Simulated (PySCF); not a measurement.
## Vertical excitation energies

Species: C8H12.
SMILES: `CCC1CCC=CC=1`

Level of theory: TDDFT PBE0/def2-SVPD, vertical, gas phase, core orbitals frozen in the response (PySCF 2.14.0, density-fitted response routines). The structure is a single GFN2-xTB conformer in the gas phase; no vibrational or solvent corrections. Torsions of this conformer, `[CH3:1][CH2:2][C:3]1=[CH:4][CH:5]=[CH:6][CH2:7][CH2:8]1`: C1–C2–C3–C4 -111°.

**Question.** Predict the UV-vis stick spectrum at this level.

**Answer.** 

```tsv
state	E (eV)	E (kJ/mol)	λ (nm)	f	main configurations (H = HOMO, L = LUMO)
S1	4.68	452	264.9	0.184	H→L (98%)
S2	5.66	546	219.0	0.0037	H→L+1 (95%)
S3	6.29	607	197.2	0.0028	H→L+2 (90%)
S4	6.33	611	195.9	0.0044	H→L+3 (87%)
S5	6.58	635	188.3	0.018	H→L+4 (94%)
S6	6.62	639	187.2	0.0034	H-2→L (65%), H-1→L (28%)
```

Triplets, Tamm–Dancoff:

| state | E (eV) | λ (nm) | main configurations (H = HOMO, L = LUMO) |
| --- | --- | --- | --- |
| T1 | 2.83 | 438.2 | H→L (96%) |
| T2 | 4.95 | 250.5 | H-1→L (45%), H→L+5 (15%) |

The lowest singlet lies at 4.68 eV (265 nm, ultraviolet) and is strong; its leading configuration is HOMO→LUMO (98%). The lowest level is also the most intense of those listed (f = 0.184). Löwdin shares by element: HOMO carbon 75% or more (atoms not listed hold the other 25%); LUMO carbon 73% or more (atoms not listed hold the other 27%). The oscillator strengths of these states sum to 0.216; summed over the whole spectrum of an exact calculation they would give the number of electrons, 60 (Thomas–Reiche–Kuhn). Weighted by f, the mean energy of these states is 4.94 eV. The listed states span 1.94 eV, and the widest gap between neighbours is 0.98 eV (S1 to S2). Only the lowest 6 singlets were computed, as vertical energies without vibronic structure.

Time: 48 s of wall time; peak memory 1.0 GiB. Hardware: an Arm Neoverse V2 with one thread, shared host with 96 logical CPUs at a one-minute load of 30.
